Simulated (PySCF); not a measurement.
Harmonic spectrum computed at PBE0 in the def2-SVP basis family (core potentials from Rb on, PySCF, no spin–orbit coupling):

```csv
ω (cm⁻¹),IR (km/mol)
82,0.6
257,44.1
261,14.6
```

Problem. Which molecule gave it? In each, all ligands are bound to the one heavy central atom.
A. NiBr₂ (triplet)
B. GaBr₂ (doublet)
C. TlBr₂ (doublet)
D. SbBr₂ (doublet)

Solution. D. It has C2v symmetry with Sb–Br 2.516 Å (×2).
